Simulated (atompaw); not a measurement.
**Pb PAW (atompaw): all-electron and pseudo phase curves**

atompaw 4.2.0.5 input, output lines left out:

```
Pb 82
GGA-PBE scalarrelativistic loggrid 2001 logderivrange -3 5 201
6 6 5 4 0 0
6 0 1.75
6 1 2.25
0 0 0
c
c
c
c
c
v
c
c
c
c
v
c
c
c
c
1
2.25 1.70 1.80 1.35
y
-0.55
n
y
0.1
n
custom rrkj vanderbiltortho besselshape
bessel
2.25
2.25
2.25
2.25
```

The phase is arctan(r·u′/u) with u = r·R(r), unwrapped; energies in Ry, scanned from -3 to 5 Ry. A pole is an energy at which the radial function vanishes at the test radius. The pseudo phase is shifted by a multiple of π to meet the all-electron one at the reference energy, and phase errors are pseudo minus all-electron; the curves can meet again beyond the range given. Levels narrower than the energy grid can be missing from the lists of poles.

```tsv
channel	radius (bohr)	reference energy (Ry)	poles, all-electron	poles, pseudo	unbroken range about the reference energy with phases within 0.05 rad	phase error 1 Ry above the reference energy (rad)
s	2.26	-0.91	1.68	1.67, 4.56	below 3.8	-0.000
p	2.26	-0.27	3.97	3.21	below 3.2	-0.000
```

Phases in the p channel:

```json
{"E (Ry)": "-3.00", "all-electron": "1.278", "pseudo": "1.275"}
{"E (Ry)": "-2.76", "all-electron": "1.261", "pseudo": "1.259"}
{"E (Ry)": "-2.52", "all-electron": "1.242", "pseudo": "1.240"}
{"E (Ry)": "-2.28", "all-electron": "1.220", "pseudo": "1.218"}
{"E (Ry)": "-2.04", "all-electron": "1.193", "pseudo": "1.192"}
{"E (Ry)": "-1.80", "all-electron": "1.161", "pseudo": "1.160"}
{"E (Ry)": "-1.56", "all-electron": "1.121", "pseudo": "1.121"}
{"E (Ry)": "-1.32", "all-electron": "1.071", "pseudo": "1.071"}
{"E (Ry)": "-1.08", "all-electron": "1.006", "pseudo": "1.006"}
{"E (Ry)": "-0.84", "all-electron": "0.918", "pseudo": "0.917"}
{"E (Ry)": "-0.60", "all-electron": "0.794", "pseudo": "0.794"}
{"E (Ry)": "-0.36", "all-electron": "0.616", "pseudo": "0.616"}
{"E (Ry)": "-0.12", "all-electron": "0.357", "pseudo": "0.357"}
{"E (Ry)": "0.12", "all-electron": "0.008", "pseudo": "0.008"}
{"E (Ry)": "0.36", "all-electron": "-0.373", "pseudo": "-0.373"}
{"E (Ry)": "0.60", "all-electron": "-0.695", "pseudo": "-0.695"}
{"E (Ry)": "0.84", "all-electron": "-0.925", "pseudo": "-0.925"}
{"E (Ry)": "1.08", "all-electron": "-1.083", "pseudo": "-1.084"}
{"E (Ry)": "1.32", "all-electron": "-1.194", "pseudo": "-1.196"}
{"E (Ry)": "1.56", "all-electron": "-1.274", "pseudo": "-1.277"}
{"E (Ry)": "1.80", "all-electron": "-1.335", "pseudo": "-1.339"}
{"E (Ry)": "2.04", "all-electron": "-1.382", "pseudo": "-1.389"}
{"E (Ry)": "2.28", "all-electron": "-1.420", "pseudo": "-1.430"}
{"E (Ry)": "2.52", "all-electron": "-1.452", "pseudo": "-1.466"}
{"E (Ry)": "2.76", "all-electron": "-1.478", "pseudo": "-1.499"}
{"E (Ry)": "3.00", "all-electron": "-1.501", "pseudo": "-1.534"}
{"E (Ry)": "3.24", "all-electron": "-1.521", "pseudo": "-1.577"}
{"E (Ry)": "3.48", "all-electron": "-1.539", "pseudo": "-1.656"}
{"E (Ry)": "3.72", "all-electron": "-1.555", "pseudo": "-2.092"}
{"E (Ry)": "3.96", "all-electron": "-1.570", "pseudo": "-4.417"}
{"E (Ry)": "4.20", "all-electron": "-1.584", "pseudo": "-4.582"}
{"E (Ry)": "4.44", "all-electron": "-1.598", "pseudo": "-4.633"}
{"E (Ry)": "4.68", "all-electron": "-1.610", "pseudo": "-4.662"}
{"E (Ry)": "4.92", "all-electron": "-1.623", "pseudo": "-4.682"}
```
